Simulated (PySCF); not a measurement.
C5H9N, SMILES [C@@H](CN)(C)C#C.

Geometry: PBE0-D3(BJ)/def2-SVP. The structure was generated by enumeration; whether it is a known compound was not checked. One conformer was computed; it need not be the lowest.

Two levels are set side by side: TDA-PBE/def2-SVPD (PySCF) and TDA-CAM-B3LYP/def2-SVPD (PySCF). Vertical, same geometry. The lowest singlet is HOMO→LUMO 99 % with PBE and HOMO→LUMO 70 %, HOMO→LUMO+2 13 % with the other functional; states are paired by order. Differences are taken from unrounded values.

```tsv
quantity	TDA-CAM-B3LYP	TDA-PBE	TDA-PBE minus TDA-CAM-B3LYP
lowest singlet excitation (eV)	6.45	5.31	-1.14
lowest triplet excitation (TDA) (eV)	5.37	5.21	-0.16
```

Functionals without exact exchange tend to place singlet excitations lower, as here. Differences between two approximate levels are no errors against the true value.

Rough cost on one machine, each run with all the roots and properties that it gave: TDA-CAM-B3LYP against TDA-PBE about 4 times.
